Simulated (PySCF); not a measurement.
Sb(Cl)(TeH)2 (ClH2SbTe2), SMILES [Cl][Sb]([TeH])[TeH].

Geometry: PBE0-D3(BJ)/def2-SVP. The geometry has at least one imaginary mode, so it is a saddle point at that level. The structure was generated by enumeration; whether it is a known compound was not checked. The def2 effective core potentials stand for the cores of Sb, Te; spin–orbit coupling is left out.

Level of theory: PySCF with B3LYP/def2-TZVP.

Isolated molecule, no solvent.

Computed frontier levels, gap, dipole moment and polarisability:
```yaml
highest_occupied_level: -6.45 eV
lowest_empty_level: -2.23 eV
orbital_gap: 4.22 eV
dipole_moment: 2.25 D
quadrupole, principal values (traceless, Buckingham form, about the centre of nuclear charge): -13.85, 5.66, 8.19 D·Å
mean_static_polarisability: 138.0 bohr³ (20.45 Å³)
polarisability_principal_values: 99.7, 141.6, 172.7 bohr³
```
